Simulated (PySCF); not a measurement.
HI₂InO, SMILES [OH][In]([I])[I].

Geometry optimised at PBE0-D3(BJ)/def2-SVP. The structure was generated by enumeration; whether it is a known compound was not checked. The def2 effective core potentials stand for the cores of I, In; spin–orbit coupling is left out. Other conformers were not sampled.

All values below come from PySCF with PBE0-D3(BJ)/def2-SVP.

Frequencies are harmonic and unscaled.

Computed harmonic wavenumbers and intensities:
```
mode  ν (cm⁻¹)  IR (km/mol)  moving atoms (share of kinetic energy)
----  --------  -----------  --------------------------------------
1           49          1.2                         I 67 %, In 29 %
2           94          6.9                         In 46 %, O 43 %
3          109         16.6                   O 78 %, H 10 %, I 9 %
4          179          4.5                         I 68 %, In 28 %
5          235         48.3                         In 63 %, I 37 %
6          284        101.4                                  H 92 %
7          616         72.9                         O 86 %, In 13 %
8          818         99.7                                  H 93 %
9         3878         86.4                                  H 94 %
```
